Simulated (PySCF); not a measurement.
Species: C4H10N2Si.
SMILES: `CN(C)[SiH2]CC#N`

Method used: TDDFT B3LYP/def2-SVPD, vertical, gas phase, core orbitals frozen in the response (PySCF 2.14.0, density-fitted response routines). Geometry: GFN2-xTB, one conformer, isolated molecule. Torsions of this conformer, `[CH3:1][N:2]([CH3:3])[SiH2:4][CH2:5][C:6]#[N:7]`: C1–N2–Si4–C5 47°, N2–Si4–C5–C6 -75°.

Broadening: Gaussians 0.4 eV wide at half height, area fixed by f = 4.319×10⁻⁹ ∫ε dν̃. The width is an assumption, not a result. The curve ends short of the highest state used, and states not computed would add to its high-energy end.

| E (eV) | ε (L mol⁻¹ cm⁻¹) |
| --- | --- |
| 4.93 | 1 |
| 4.96 | 2 |
| 4.99 | 4 |
| 5.02 | 8 |
| 5.05 | 13 |
| 5.08 | 22 |
| 5.11 | 35 |
| 5.14 | 53 |
| 5.17 | 80 |
| 5.20 | 117 |
| 5.23 | 166 |
| 5.26 | 229 |
| 5.29 | 308 |
| 5.32 | 402 |
| 5.35 | 511 |
| 5.38 | 633 |
| 5.41 | 765 |
| 5.44 | 903 |
| 5.47 | 1040 |
| 5.50 | 1170 |
| 5.52 | 1250 |
| 5.55 | 1355 |
| 5.58 | 1436 |
| 5.61 | 1489 |
| 5.64 | 1510 |
| 5.67 | 1499 |
| 5.70 | 1457 |
| 5.73 | 1386 |
| 5.76 | 1294 |
| 5.79 | 1187 |
| 5.82 | 1075 |
| 5.85 | 968 |
| 5.88 | 874 |
| 5.91 | 803 |
| 5.94 | 762 |
| 5.97 | 756 |
| 6.00 | 787 |
| 6.03 | 857 |
| 6.06 | 962 |
| 6.09 | 1101 |
| 6.11 | 1208 |
| 6.14 | 1388 |
| 6.17 | 1583 |
| 6.20 | 1781 |
| 6.23 | 1974 |
| 6.26 | 2148 |
| 6.29 | 2292 |
| 6.32 | 2396 |
| 6.35 | 2451 |
| 6.38 | 2452 |
| 6.41 | 2399 |
| 6.44 | 2297 |
| 6.47 | 2154 |
| 6.50 | 1985 |
| 6.53 | 1804 |
| 6.56 | 1629 |

(1) Locate the maxima and give the states behind the curve.

(2) On this curve, what absorbance would a 10⁻⁴ mol/L sample give at 222 nm over a 1 cm path?

(3) Coming from long wavelengths, where does ε first pass 100 L mol⁻¹ cm⁻¹?

Results:

(1) 220 nm (5.64 eV), ε about 1500, made up of S1 (40%) and S2 (59%); 195 nm (6.37 eV), ε about 2500, made up of S3 (14%), S4 (67%) and S5 (19%) (ε in L mol⁻¹ cm⁻¹; maxima over ε = 5, shares over 10%). The states used: S1 5.53 eV (f 0.011); S2 5.72 eV (f 0.015); S3 6.18 eV (f 0.0095); S4 6.38 eV (f 0.024); S5 6.46 eV (f 0.0078); S6 6.87 eV (f 0.017); S7 7.11 eV (f 0.018); S8 7.16 eV (f 0.0059).

(2) 222 nm is 5.585 eV, where ε is about 1400 L mol⁻¹ cm⁻¹, so A = ε c l ≈ 0.14 (Beer–Lambert, with the gas-phase spectrum and the assumed width).

(3) At about 239 nm (5.19 eV), 0.35 eV below S1.
